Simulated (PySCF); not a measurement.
**Dipole moment and polarisability of H3SiCF3**

Species: H3SiCF3.
Structure used (PBE0-D3(BJ)/def2-SVP), in Å, numbered top down from 1:
```
atom  x, y, z in Å
F1     1.621   -0.169   -1.007
C2     0.943   -0.007    0.137
F3     1.361    1.142    0.689
F4     1.308   -1.001    0.961
Si5   -0.968    0.009   -0.157
H6    -1.269    1.110   -1.111
H7    -1.357   -1.312   -0.720
H8    -1.620    0.246    1.159
```

Level: PBE0/def2-SVPD (PySCF), static field, nuclei fixed, core orbitals frozen in the response. The polarisability tensor in these axes (au):

```
x   47.12 -0.03  0.72
y   -0.03 42.53  0.00
z    0.72  0.00 42.63
```

Diagonalise the tensor; give its mean and Δα, where Δα² is half the sum of the squared differences of the eigenvalues.

Principal values 42.52, 42.53 and 47.24 au; mean 44.10 au = 6.53 Å³ = 7.27 × 10⁻⁴⁰ C²·m²/J; Δα = 4.71 au (11 % of the mean).

What is the dipole moment, and where does it point?

(-2.11, 0.01, -0.34) D, 2.14 D in size, pointing from the negative to the positive side. Measured along this direction, the outermost atoms are F3, F4 and F1 at the negative end and H7, H6 and H8 at the positive end.

Find the Langevin capture rate constant for H3+ (3.023 u) meeting this molecule (99.996 u), k = 2.342 × 10⁻⁹ cm³/s × √(α in Å³ / reduced mass in u).

The reduced mass is 2.93 u, so k = 3.49 × 10⁻⁹ cm³/s. The formula leaves out the permanent dipole, which adds to the capture rate.

Rayleigh depolarisation ratio (linearly polarised light, static tensor)?

ρ = 3Δα²/(45ᾱ² + 4Δα²) = 66.5/(87501 + 88.7) = 0.00076.

What would n − 1 = 2πNα be for an ideal gas of these molecules at 350 K and 1 atm, electronic part alone?

N = p/kT = 2.0968 × 10¹⁹ cm⁻³, so n − 1 = 2π × N × 6.53 × 10⁻²⁴ cm³ = 861 × 10⁻⁶ at long wavelengths.

Give the eigenvalues of the traceless quadrupole moment Θ = ½Σq(3rr − r²1), origin at the centre of nuclear charge.

-0.99, -0.98, 1.98 D·Å. The values depend on the origin, since the dipole doesn't vanish. The electronic extent ⟨r²⟩ about the same centre is 492 bohr², a root-mean-square distance of 1.66 Å for the 50 electrons.

Orientational against electronic polarisability at 500 K (dilute gas, rigid molecules)?

In Gaussian units μ²/3kT = 22.08 Å³ against 6.53 Å³, a ratio of 3.38; the Debye molar polarisation (4π/3)N_A(α + μ²/3kT) is 72.2 cm³/mol, leaving out the vibrational part.

Geometry: PBE0-D3(BJ)/def2-SVP; no solvent, vibrations or thermal averaging.
